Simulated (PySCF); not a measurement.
## Correlation energy of In (indium, neutral)

[Kr] 4d10 5s2 5d1, 2D determinant (an excited configuration). Calculation: PySCF 2.14, in aug-cc-pwCVTZ-PP with ECP28MDF; a scalar-relativistic core potential. Frozen: 4s2 4p6 4d10; 3 electrons correlated.

MP2 pair energies summed by pair of shells (mhartree):

```
 pair  energy  share (%)
5s-5s  -23.99       80.3
5s-5d   -5.89       19.7
```

Total MP2 correlation energy: -29.88 mhartree.

Same-spin part -2.17 and opposite-spin part -27.71 mhartree; SCS-MP2 scales them by 1/3 and 6/5 to -33.97 mhartree.
